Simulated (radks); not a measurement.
Results of a calculation; reference values are marked as such.
Question: Species: Ba2+. Configuration: [Kr] 4d10 5s2 5p5 5d1 (not the ground configuration). Code: a radial shooting solver on a logarithmic mesh with Libxc functionals. Model: scalar-relativistic Kohn-Sham, LDA (Slater exchange, Perdew-Wang correlation), spin-polarised, spherical densities, point nucleus; open shells are filled with parallel spins first (spin-orbit coupling, left out, can overturn this in heavy ions). Some entries of the table are withheld. Estimate them.

| orbital | occ. | eigenvalue (hartree) | r(max) (bohr) | <r^2> (bohr^2) |
|---|---|---|---|---|
| 1s up | 1 | -1368.429 | 0.01644 | 0.0008897 |
| 1s down | 1 | -1368.427 | 0.01644 | 0.0008897 |
| 2s up | 1 | -216.8180 | 0.09296 | 0.01423 |
| 2s down | 1 | -216.8155 | 0.09296 | 0.01423 |
| 2p up | 3 | -194.5848 | 0.07464 | 0.01130 |
| 2p down | 3 | -194.5820 | 0.07464 | 0.01130 |
| 3s up | 1 | -46.20411 | 0.2666 | 0.09767 |
| 3s down | 1 | -46.20137 | 0.2666 | 0.09767 |
| 3p up | 3 | -39.07559 | 0.2608 | 0.09766 |
| 3p down | 3 | -39.07264 | 0.2608 | 0.09766 |
| 3d up | 5 | -28.69344 | 0.2150 | 0.08399 |
| 3d down | 5 | -28.69036 | 0.2150 | 0.08399 |
| 4s up | 1 | -9.51349 | 0.6248 | 0.5130 |
| 4s down | 1 | -9.50740 | 0.6249 | 0.5128 |
| 4p up | 3 | -7.21100 | 0.6534 | 0.5829 |
| 4p down | 3 | -7.20457 | 0.6535 | 0.5825 |
| 4d up | 5 | (1) | 0.6951 | 0.7444 |
| 4d down | 5 | (2) | 0.6950 | 0.7419 |
| 5s up | 1 | -1.79311 | 1.461 | 2.933 |
| 5s down | 1 | -1.75566 | 1.456 | 2.917 |
| 5p up | 3 | -1.22756 | (3) | 3.940 |
| 5p down | 2 | -1.18655 | (4) | 3.935 |
| 5d up | 1 | -0.54068 | (5) | 8.262 |
| 5d down | 0 | -0.50233 | (6) | 8.611 |

Answer: 
(1) 4d up eigenvalue (hartree): -3.86683
(2) 4d down eigenvalue (hartree): -3.85851
(3) 5p up r(max) (bohr): 1.651
(4) 5p down r(max) (bohr): 1.646
(5) 5d up r(max) (bohr): 2.258
(6) 5d down r(max) (bohr): 2.271
